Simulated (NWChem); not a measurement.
CsCl; SMILES [Cl][Cs]

Program: NWChem. The geometry was optimised at PBE-D3(BJ)/def2-SVP. def2 effective core potentials on Cs; no spin-orbit coupling. Vertical excitations in the gas phase; the lowest state need not have the same character in each row.

| level | basis functions | lowest excitation, singlet (eV) | oscillator strength of that lowest state | lowest state with f > 0.02, singlet (eV) | oscillator strength of that bright state | orbital gap (eV) | relative time |
|---|---|---|---|---|---|---|---|
| PBE0/def2-SVP, TDA | 42 | 3.60 | 0.009 | 3.77 | 0.054 | 4.43 | 1 |
| PBE0/def2-SVPD, TDA | 54 | 3.98 | 0.007 | 4.10 | 0.064 | 4.80 | 2 |
| PBE0/def2-TZVP, TDA | 66 | 3.98 | 0.008 | 4.10 | 0.046 | 4.81 | 4 |
| PBE0/def2-TZVPD, TDA | 78 | 4.07 | 0.007 | 4.18 | 0.052 | 4.89 | 7 |

Relative times are rough (shared machine, one core).
